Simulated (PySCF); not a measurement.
1,1-dichloro-3,3-difluoroprop-1-ene (C3H2Cl2F2), SMILES FC(F)C=C(Cl)Cl.

Geometry: B3LYP-D3(BJ)/def2-SVP. The values are those of a single conformer.

Two levels are set side by side: TDA-PBE/def2-SVPD (PySCF) and TDA-ωB97X/def2-SVPD (PySCF). Vertical, same geometry. The lowest singlet is HOMO→LUMO+1 99 % with PBE and HOMO→LUMO+1 88 % with the other functional; states are paired by order. Differences are taken from unrounded values.

```
quantity                               TDA-ωB97X  TDA-PBE  TDA-PBE minus TDA-ωB97X
-------------------------------------  ---------  -------  -----------------------
lowest singlet excitation (eV)              6.63     5.57                    -1.06
lowest triplet excitation (TDA) (eV)        3.95     3.86                    -0.08
first bright state (f over 0.05) (eV)       6.88     6.20                    -0.68
its oscillator strength                     0.47     0.34                    -0.12
```

Functionals without exact exchange tend to place singlet excitations lower, as here. Differences between two approximate levels are no errors against the true value.

Rough cost on one machine, each run with all the roots and properties that it gave: TDA-ωB97X against TDA-PBE about 5 times.
